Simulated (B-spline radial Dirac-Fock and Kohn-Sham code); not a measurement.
## Kohn-Sham estimates against Dirac-Fock for the levels of Co²⁺

System: the Co²⁺ ion, configuration 1s2 2s2 2p6 3s2 3p6 3d5 4s2 (not the ground configuration).

The density-functional columns are spherical, spin-unpolarised Dirac-Kohn-Sham results without Breit or QED terms: −ε is minus the orbital energy of the initial state and ΔSCF the difference of two total energies. The reference in the last column comes from relaxed Dirac-Fock hole states (ΔSCF) with Breit and QED corrections and a finite nucleus. All numbers are from a radial B-spline solver, in eV; a selection of levels is shown. The Kohn-Sham columns are given as differences from the reference. For the 1s level of heavy atoms much of the gap between ΔSCF and the reference is the Breit and QED part, -12.9 eV here; for other levels the error of the functional can be larger.

```
level  LDA −ε − DF  LDA ΔSCF − DF  Dirac-Fock
    K       -152.6          +12.0      7763.4
   L1        -51.4          -23.0       985.6
   L2        -34.8           -0.9       851.2
   L3        -35.1           -1.8       836.7
   M1        -20.8           -9.7       157.2
   M2        -13.1           -2.2       114.0
   M3        -13.1           -2.3       112.1
 M4,5         -8.0           +2.1       48.98
   N1         -2.3           +2.6       27.99
```

Values without a named source are computed, but for edge energies of neutral atoms, which are taken from tables.
